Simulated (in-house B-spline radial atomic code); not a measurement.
A fraction x of an electron is removed from 3d in the vanadium ion V⁺, starting from [Ar] 3d4 and keeping the highest spin. Level of theory: scalar-relativistic (X2C) r2SCAN, spin-polarised, spherical fractional occupations, Fermi nucleus of rms radius 3.6002 fm; calculated with a radial B-spline atomic code at the basis-set limit.

| x | E(x) - E(0) (eV) | 3d up level (eV) |
| --- | --- | --- |
| 0 | 0.0000 | -9.836 |
| 0.12 | 1.2585 | -11.148 |
| 0.16 | 1.7134 | -11.598 |
| 0.32 | 3.7166 | -13.458 |
| 0.47 | 5.8713 | -15.285 |
| 0.5 | 6.3354 | -15.660 |
| 0.59 | 7.7960 | -16.802 |
| 0.74 | 10.4625 | -18.764 |
| 0.77 | 11.0315 | -19.165 |
| 0.96 | 14.9184 | -21.768 |
| 1 | 15.8003 | -22.330 |

The exact functional would give a straight line between the two integer points. Deviations E(x) - E(0) - x[E(1) - E(0)], in eV: -0.638 at x = 0.12, -0.815 at x = 0.16, -1.339 at x = 0.32, -1.555 at x = 0.47, -1.565 at x = 0.5, -1.526 at x = 0.59, -1.23 at x = 0.74, -1.135 at x = 0.77, -0.25 at x = 0.96.

The curve lies below the straight line by up to 1.565 eV (at x = 0.5): convex, the delocalisation error that favours fractional charges.

**Question.** How well does Slater's transition state (minus the level at half occupation) give the ionisation energy?

**Answer.** It gives 15.660 eV against 15.800 eV from the two total energies; NIST lists 14.63 eV, ground level to ground level.
